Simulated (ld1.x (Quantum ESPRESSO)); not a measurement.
## Se TM: all-electron and pseudo phase curves

selenium, norm-conserving Troullier–Martins (Kleinman–Bylander form), made with ld1.x (Quantum ESPRESSO) 7.5 (PBE, scalar-relativistic). Core [Ar] 3d10, reference 4s2 4p1 (charge +3). Waves: 4s (bound): rc 1.40 bohr; 4p (bound): rc 1.25 bohr; 4d channel at 0.1 Ry: rc 1.05 bohr. Local part: the d channel. Core correction: a·sin(br)/r model core inside 0.55 bohr.

The phase is arctan(r·u′/u) with u = r·R(r), unwrapped; energies in Ry, scanned from -6 to 5 Ry. A pole is an energy at which the radial function vanishes at the test radius. The pseudo phase is shifted by a multiple of π to meet the all-electron one at the reference energy, and phase errors are pseudo minus all-electron; the curves can meet again beyond the range given. Levels narrower than the energy grid can be missing from the lists of poles.

```json
{"channel": "s", "radius (bohr)": "1.56", "reference energy (Ry)": "-3.63", "poles, all-electron": "2.54", "poles, pseudo": "1.36, 4.08", "unbroken range about the reference energy with phases within 0.05 rad": "below 1.3", "phase error 1 Ry above the reference energy (rad)": "-0.005"}
{"channel": "p", "radius (bohr)": "1.56", "reference energy (Ry)": "-2.68", "poles, all-electron": "4.61", "poles, pseudo": "1.84", "unbroken range about the reference energy with phases within 0.05 rad": "below -0.9", "phase error 1 Ry above the reference energy (rad)": "-0.024"}
{"channel": "d", "radius (bohr)": "1.56", "reference energy (Ry)": "0.10", "poles, all-electron": "none", "poles, pseudo": "0.55", "unbroken range about the reference energy with phases within 0.05 rad": "-0.8 to 0.3", "phase error 1 Ry above the reference energy (rad)": "-2.756"}
```

Note: ghost states, extra bound levels that the all-electron valence spectrum of the same l lacks: s at -2091.1 eV, p at -1408.1 eV. A true bound ghost makes a file unfit for plane-wave use.

Phases in the d channel:

| E (Ry) | all-electron | pseudo |
| --- | --- | --- |
| -6.00 | 1.437 | 1.253 |
| -5.48 | 1.358 | 1.235 |
| -4.96 | 1.313 | 1.215 |
| -4.44 | 1.277 | 1.190 |
| -3.92 | 1.242 | 1.162 |
| -3.40 | 1.204 | 1.127 |
| -2.88 | 1.160 | 1.085 |
| -2.36 | 1.105 | 1.032 |
| -1.84 | 1.035 | 0.964 |
| -1.32 | 0.939 | 0.874 |
| -0.80 | 0.802 | 0.751 |
| -0.28 | 0.597 | 0.576 |
| 0.24 | 0.289 | 0.278 |
| 0.76 | -0.121 | -2.834 |
| 1.28 | -0.529 | -3.282 |
| 1.80 | -0.835 | -3.608 |
| 2.32 | -1.039 | -3.862 |
| 2.84 | -1.175 | -4.047 |
| 3.36 | -1.270 | -4.181 |
| 3.88 | -1.339 | -4.280 |
| 4.40 | -1.391 | -4.355 |
| 4.92 | -1.433 | -4.413 |
